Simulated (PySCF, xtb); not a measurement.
C4H8O2, SMILES CO[C@@H]1C[C@H]1O.

GFN2-xTB (xtb) at its own geometry gives an orbital gap of 9.01 eV and a dipole moment of 2.43 D.

Geometry optimised at B3LYP-D3(BJ)/def2-SVP. The values are those of a single conformer.

Q: What does PySCF with PBE/def2-TZVP give? (Estimate from the structure and the level; the computed values follow.)

A: gap 5.93 eV (levels -5.63 and 0.29 eV), dipole 1.79 D.
